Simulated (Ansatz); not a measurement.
Species: sum formula SiN2H5, net charge 0, doublet state. It need not be the lowest isomer of its formula. 
Geometry from a B3LYP-D3(BJ)/def2-TZVP (Ansatz, a first-principles code) optimisation:
```xyz
8

N      1.3748    -0.3507     0.2895
Si    -0.0161     0.4370    -0.3625
N     -1.3737    -0.4407     0.2172
H      2.2439     0.1525     0.3827
H      1.5329    -1.3328     0.1223
H      0.1277     1.8515     0.1208
H     -2.2637    -0.4337    -0.2503
H     -1.4226    -0.8154     1.1530
```
Charge 0, spin multiplicity 2.

Atomisation energy built up term by term with Ansatz (kcal/mol; UHF references for open shells; valence terms freeze the core; atomic spin-orbit terms are left out). Basis-set limits of correlation are two-point, X^-3; Hartree-Fock from the larger set.

```json
[
 {"term": "Hartree-Fock", "basis": "aug-cc-pV(Q+d)Z", "kcal/mol": "___"},
 {"term": "CCSD correlation", "basis": "CBS(aug-cc-pV(T+d)Z,aug-cc-pV(Q+d)Z)", "kcal/mol": "186.85"},
 {"term": "(T)", "basis": "CBS(aug-cc-pV(T+d)Z,aug-cc-pV(Q+d)Z)", "kcal/mol": "___"},
 {"term": "core correlation", "basis": "cc-pwCVTZ", "kcal/mol": "1.29"},
 {"term": "scalar relativity (X2C)", "basis": "cc-pVTZ-DK against cc-pVTZ", "kcal/mol": "-1.25"},
 {"term": "sum: De", "basis": "", "kcal/mol": "___"}
]
```

Question: Complete the blanks.

Answer: 
- Hartree-Fock, kcal/mol: 422.43
- (T), kcal/mol: 10.20
- sum: De, kcal/mol: 619.5
